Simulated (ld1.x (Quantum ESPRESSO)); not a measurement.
# Transferability test, TM potential for chromium

```
Element                 : chromium
Generator               : ld1.x (Quantum ESPRESSO) 7.5
Type                    : norm-conserving Troullier–Martins (Kleinman–Bylander form)
Functional              : LDA (PZ)
Relativity              : scalar-relativistic
Frozen core             : [Ar]
Valence charge          : 6
Reference configuration : 3d4 4s2 4p0
Partial waves           : 4s (bound): rc 2.38 bohr; 4p (bound, empty): rc 1.92 bohr; 3d (bound): rc 1.08 bohr
Local potential         : all-electron potential smoothed inside 1.64 bohr (lloc = -1)
Core correction         : Bessel-smoothed model core inside 1.25 bohr
```

Energies are relative to the spin-unpolarised reference configuration 3d4 4s2 4p0; without spin polarisation the order of configurations can differ from experiment. Spin-polarised rows fill each open shell by Hund’s rule, majority spin first.

```
valence configuration  charge  ΔE all-electron (eV)  error AE − PS (meV)
          3d5 4s1 4p0       0                 0.058                 -152
          3d5 4s0 4p0      +1                 7.198                 -270
          3d4 4s0 4p0      +2                23.541                  -48
          3d4 4s1 4p0      +1                 8.310                 -9.1
      3d5.5 4s0.5 4p0       0                 0.775                 -262
        3d5 4s0.5 4p0    +0.5                 2.876                 -201
          3d4 4s1 4p1       0                 3.670                 -3.7
```

**Question.** What are ΔE and the potential's error for 3d5 4s1 4p0 (spin-polarised)?

**Answer.** ΔE = -4.859 eV all-electron; the error (AE − PS) is -124 meV.

**Question.** What are ΔE and the potential's error for 3d4 4s2 4p0 (spin-polarised)?

**Answer.** ΔE = -3.076 eV all-electron; the error (AE − PS) is +51 meV.

Note: ghost state, extra bound levels that the all-electron valence spectrum of the same l lacks: s at -21.4 eV. A true bound ghost makes a file unfit for plane-wave use.
